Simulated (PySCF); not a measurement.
SMILES O=C(O)CC[SiH3] (C₃H₈O₂Si) (GFN2-xTB optimised geometry):

```
14

O      2.296    -0.087     0.000
C      1.095    -0.087     0.000
O      0.380    -1.223     0.026
C      0.203     1.119     0.000
C     -0.451     1.280     1.376
Si    -1.526    -0.204     1.914
H      0.964    -1.996     0.076
H      0.802     1.996    -0.250
H     -0.570     0.978    -0.757
H     -1.065     2.181     1.348
H      0.329     1.461     2.117
H     -2.443     0.311     2.937
H     -0.714    -1.258     2.521
H     -2.296    -0.702     0.778
```

Calculation: PySCF with B3LYP/def2-TZVP.

### Question
What are the frontier orbital energies and the dipole moment?

### Answer
HOMO-2 -8.97 eV, HOMO-1 -8.59 eV, HOMO -7.86 eV, LUMO -0.30 eV, LUMO+1 0.41 eV; dipole moment 1.35 D.

Meta-Löwdin charges at B3LYP/def2-TZVP: O1 -0.46, C2 0.53, O3 -0.47, C4 -0.23, C5 -0.42, Si6 0.52, H7 0.36, H8 0.13, H9 0.13, H10 0.12, H11 0.12, H12 -0.12, H13 -0.11, H14 -0.10.
